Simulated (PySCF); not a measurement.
Species: C₅H₄F₃NS.
Numbering: `[CH3:1][c:2]1[cH:3][c:4]([C:5]([F:6])([F:7])[F:8])[s:9][n:10]1` (hydrogens: H11, H12, H13 on C1; H14 on C3)

Structure used (GFN2-xTB), in Å, numbered top down from 1:
```xyz
14
C5H4F3NS angstrom
C     -2.5636   -0.1126   -0.0176
C     -1.1537    0.3489    0.0839
C     -0.0174   -0.4766   -0.0971
C      1.1242    0.2599    0.0682
C      2.5291   -0.2034   -0.0567
F      3.3473    0.3672    0.8404
F      2.6371   -1.5303    0.1096
F      3.0543    0.0680   -1.2675
S      0.7096    1.8971    0.4192
N     -0.8807    1.6013    0.3557
H     -3.2350    0.7173    0.1806
H     -2.7501   -0.9095    0.7004
H     -2.7568   -0.5023   -1.0157
H     -0.0449   -1.5255   -0.3256
```

The closed-shell ground state was solved at several levels (PySCF, density fitting, gas phase, non-relativistic).

```json
{"level": "PBE0/pcSseg-1", "basis functions": "197", "HOMO (eV)": "-7.89", "LUMO (eV)": "-1.63", "gap (eV)": "6.26", "dipole (D)": "2.34"}
{"level": "wB97X-D/def2-SVPD", "basis functions": "248", "HOMO (eV)": "-9.64", "LUMO (eV)": "0.02", "gap (eV)": "9.66", "dipole (D)": "2.47"}
```

Q: Estimate the row for PBE0/def2-SVPD, a basis of 248 functions; the other rows only guide the guess.

A: HOMO -7.87 eV, LUMO -1.70 eV, gap 6.17 eV, dipole 2.46 D.

Q: Over all these levels, which gives the widest orbital gap and which the narrowest?

A: wB97X-D/def2-SVPD (range-separated hybrid) has the widest, 9.66 eV, and PBE0/def2-SVPD (global hybrid, 25 % exact exchange) the narrowest, 6.17 eV. The two share the basis. From the narrowest to the widest the HOMO moves by -1.77 eV and the LUMO by +1.72 eV.

Q: How far do the dipole and the HOMO energy spread over the levels?

A: The dipole runs from 2.34 to 2.47 D (mean 2.42 D) and the HOMO from -9.64 to -7.87 eV.
